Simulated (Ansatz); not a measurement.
```yaml
crystal:
  periodic: [false, false, false]
  atoms:
    - {symbol: F, position_ang: [-2.680599, -0.206641, -0.051227]}
    - {symbol: Si, position_ang: [-1.188555, -0.720422, -0.003277]}
    - {symbol: F, position_ang: [-1.199348, -2.005812, 0.917192]}
    - {symbol: Br, position_ang: [-0.668260, -1.392173, -2.039417]}
    - {symbol: O, position_ang: [-0.205548, 0.389742, 0.535129]}
    - {symbol: In, position_ang: [1.637426, 1.161105, 0.254373]}
    - {symbol: H, position_ang: [2.556471, 0.200631, -0.800596]}
    - {symbol: H, position_ang: [1.748404, 2.573570, 1.187823]}
basis:
  gaussian: {orbitals: def2-SVPD, fitting: {mean_field: cc-pVTZ-jkfit}}
magnetization: {spin_polarized: true, initial_magnetization: 1}
hamiltonian: {xc: {name: PBE0-DH}}
output: {forces: true}
```

```sh
$ ansatz run in.yaml --threads 2 --pin off --events-out ev --progress --plain --max-ram 32768MiB --backend cpu
```

Shortened log:

```
Error: a molecule whose nuclei and cores have a total charge of 98 cannot have a net charge of 0 together with 1 unpaired electrons
```

In this input the number of unpaired electrons doesn't fit the electron count. The program refused the input.
